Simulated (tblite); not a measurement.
C₆H₁₂OSi₂.
Cartesian coordinates in Å at the GFN2-xTB level; atoms count from 1:
```xyz
21
C6H12OSi2 angstrom
C     -2.125   -1.689    0.153
C     -1.339   -0.626    0.175
C     -1.744    0.766   -0.231
C     -0.418    1.510   -0.391
C      0.492    0.879    0.668
Si     2.352    1.026    0.266
O      2.527   -0.379   -0.560
Si     1.303   -1.467   -0.623
C      0.096   -0.612    0.601
H     -1.770   -2.657    0.465
H     -3.149   -1.636   -0.174
H     -2.335    1.217    0.572
H     -2.351    0.774   -1.137
H     -0.013    1.318   -1.388
H     -0.521    2.588   -0.264
H      0.218    1.288    1.646
H      3.212    0.955    1.443
H      2.683    2.094   -0.667
H      1.840   -2.729   -0.130
H      0.826   -1.511   -2.001
H      0.205   -1.092    1.578
```

Calculated harmonic vibrations of the isolated species, GFN2-xTB (tblite), most abundant isotopes, no scaling. The method is semi-empirical: single wavenumbers can be off by several per cent or more. Modes of hydrogen on silicon can be 10 to 20 % off. One conformer, not necessarily the lowest.

Harmonic wavenumbers (cm⁻¹): 55.7, 109.7, 157.6, 167.8, 214.6, 322.6, 368.9, 397.7, 453.2, 474.5, 495.5, 546.8, 568.2, 588.4, 597.9, 639.6, 645.8, 656.9, 737.6, 766.8, 775.6, 790.3, 811.1, 856.7, 870.6, 912.5, 933.9, 962.3, 975.7, 1018.1, 1038.7, 1091.0, 1105.9, 1140.3, 1176.6, 1218.1, 1232.7, 1250.4, 1274.5, 1286.7, 1327.7, 1418.0, 1469.4, 1492.1, 1728.2, 2287.6, 2299.3, 2313.9, 2317.6, 2920.9, 2933.8, 2938.8, 2961.7, 2989.6, 2995.0, 3100.2, 3122.2.

A = 2007, B = 1059, C = 781.1 MHz; mass 156.043 u (most abundant isotopes); point group C1, symmetry number 1.

Zero-point energy?

Half the sum of the wavenumbers: 35152 cm⁻¹ = 420.51 kJ/mol.

What is S at 200 K and 1 bar for an ideal gas of classical rigid rotors and harmonic oscillators?

Translation 163.54, rotation 119.08, vibration 63.77: S = 346.4 J/(mol K).

And Cp and H(200 K) − H(0)?

Cp = 120.21 J/(mol K), of which vibrations give 86.96 (their classical limit is 57 R = 473.9); H(200 K) − H(0) = 14.15 kJ/mol without the zero-point energy, 7.50 from vibrations.

Blend soft modes into free rotors: weight 1/[1 + (100 cm⁻¹/ν̃)⁴] for the oscillator and the rest for a rotor with moment μB/(μ + B), μ = h/(8π²ν), B = 10⁻⁴⁴ kg m². What vibrational entropy results?

60.90 J/(mol K) in place of 63.77, which changes −T·S at 200 K by +0.57 kJ/mol.

How do the functions run with temperature in this model?

```json
{"T (K)": "150", "S (J/(mol K))": "316.1", "Cp (J/(mol K))": "92.3", "H − H(0) (kJ/mol)": "8.85", "G − H(0) (kJ/mol)": "-38.56", "ln q(vib)": "2.08"}
{"T (K)": "250", "S (J/(mol K))": "376.4", "Cp (J/(mol K))": "149.8", "H − H(0) (kJ/mol)": "20.90", "G − H(0) (kJ/mol)": "-73.19", "ln q(vib)": "4.33"}
{"T (K)": "298.15", "S (J/(mol K))": "405.2", "Cp (J/(mol K))": "177.9", "H − H(0) (kJ/mol)": "28.80", "G − H(0) (kJ/mol)": "-92.01", "ln q(vib)": "5.53"}
{"T (K)": "400", "S (J/(mol K))": "465.1", "Cp (J/(mol K))": "231.0", "H − H(0) (kJ/mol)": "49.71", "G − H(0) (kJ/mol)": "-136.35", "ln q(vib)": "8.23"}
{"T (K)": "600", "S (J/(mol K))": "574.2", "Cp (J/(mol K))": "306.5", "H − H(0) (kJ/mol)": "104.02", "G − H(0) (kJ/mol)": "-240.51", "ln q(vib)": "13.83"}
{"T (K)": "900", "S (J/(mol K))": "712.8", "Cp (J/(mol K))": "375.2", "H − H(0) (kJ/mol)": "207.23", "G − H(0) (kJ/mol)": "-434.27", "ln q(vib)": "22.03"}
```

q(vib) and H(0) count from the zero-point level.

Hindered rotation and anharmonicity are outside this model. Other conformers, if any are populated, would add a mixing term that is left out. The structure is chiral; the term R ln 2 for an equal mix with its mirror image is left out.

Hardware: one thread of an Intel Xeon at 2.50 GHz, no GPU, shared host with 64 logical CPUs at a one-minute load of 63. Cost: 4.1 s wall, 3.5 s CPU. This covers the Hessian and the dipole derivatives.
